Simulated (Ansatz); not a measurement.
Ge7S6⁻. The state is a doublet with charge -1. Geometry r2SCAN-D4/def2-SVP; atoms count from 1.

```xyz
13

Ge   -1.2106    1.9775    2.5557
Ge   -1.4271    1.7804   -1.3126
Ge   -0.1226   -0.3775    2.1908
Ge    2.5315    0.2340   -0.6766
Ge    0.0797   -2.7756    0.8336
Ge    1.1562    2.5332    1.4066
Ge   -0.6273   -2.0605   -2.3749
S    -1.7664    0.5432    0.7806
S     1.4411   -1.8235   -0.9470
S     2.1277    0.3665    1.6980
S    -1.8034   -2.6470   -0.4122
S     0.9638    2.1454   -0.9125
S    -1.3425    0.1039   -2.8295
```

The structure comes from a short search, and lower isomers may exist.

(1) Estimate the Mulliken populations from the PBE/def2-SVP orbitals of Ansatz.

(2) Where does the spin sit?

(3) And the Mayer bond orders between bonded heavy atoms (over 0.3)?

## Answers

(1) 
```json
{"atom": "Ge1", "charge (e)": "-0.01", "spin (α − β)": "0.31"}
{"atom": "Ge2", "charge (e)": "0.29", "spin (α − β)": "0.04"}
{"atom": "Ge3", "charge (e)": "0.11", "spin (α − β)": "0.01"}
{"atom": "Ge4", "charge (e)": "0.32", "spin (α − β)": "0.00"}
{"atom": "Ge5", "charge (e)": "0.19", "spin (α − β)": "0.02"}
{"atom": "Ge6", "charge (e)": "0.15", "spin (α − β)": "0.42"}
{"atom": "Ge7", "charge (e)": "0.27", "spin (α − β)": "0.00"}
{"atom": "S8", "charge (e)": "-0.31", "spin (α − β)": "0.05"}
{"atom": "S9", "charge (e)": "-0.43", "spin (α − β)": "0.00"}
{"atom": "S10", "charge (e)": "-0.37", "spin (α − β)": "0.05"}
{"atom": "S11", "charge (e)": "-0.39", "spin (α − β)": "0.07"}
{"atom": "S12", "charge (e)": "-0.40", "spin (α − β)": "0.00"}
{"atom": "S13", "charge (e)": "-0.42", "spin (α − β)": "0.04"}
```
Mulliken values and Mayer orders depend strongly on the basis.

(2) Summed by element: Ge 0.79, S 0.21, of 1 unpaired in all. Largest on single atoms: Ge6 0.42, Ge1 0.31, S11 0.07.

(3) Ge1–Ge3 0.69 (2.62 Å); Ge1–Ge6 0.71 (2.69 Å); Ge1–S8 0.85 (2.35 Å); Ge2–S8 0.60 (2.46 Å); Ge2–S12 0.62 (2.45 Å); Ge2–S13 1.09 (2.26 Å); Ge3–Ge5 0.54 (2.76 Å); Ge3–S8 0.80 (2.35 Å); Ge3–S10 0.68 (2.42 Å); Ge4–S9 0.85 (2.34 Å); Ge4–S10 0.72 (2.41 Å); Ge4–S12 0.67 (2.48 Å); Ge5–S9 0.71 (2.44 Å); Ge5–S11 1.14 (2.26 Å); Ge6–S10 0.77 (2.39 Å); Ge6–S12 0.86 (2.36 Å); Ge7–S9 0.57 (2.52 Å); Ge7–S11 0.88 (2.36 Å); Ge7–S13 0.94 (2.32 Å).
